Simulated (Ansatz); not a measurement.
Job for Ansatz (an electronic-structure program): R-B3LYP/def2-TZVPPD on AsH6P (a complex). Files ending in .json are basis or fitting sets from the Basis Set Exchange.

Ansatz 0.2 input:
```yaml
crystal:
  periodic: [false, false, false]
  atoms:
    - {symbol: P, position_ang: [-0.02368630, 0.12211135, -0.47461598]}
    - {symbol: H, position_ang: [1.38807192, -0.00196129, -0.46009729]}
    - {symbol: H, position_ang: [-0.23775009, -1.26422134, -0.27260405]}
    - {symbol: H, position_ang: [-0.11148580, 0.02546532, -1.88833417]}
    - {symbol: As, position_ang: [0.21537326, 0.38394435, 3.14906391]}
    - {symbol: H, position_ang: [0.31419346, 0.51023955, 4.66764707]}
    - {symbol: H, position_ang: [-1.29438952, 0.58418694, 3.16542766]}
    - {symbol: H, position_ang: [0.47302324, 1.87102326, 2.94366207]}
basis:
  gaussian:
    orbitals: def2-TZVPPD.json
hamiltonian:
  xc: {name: B3LYP}
scf: {lower_state_search: off}
```

Problem. Give the final energy of this run.

Solution. -2580.8892 hartree.
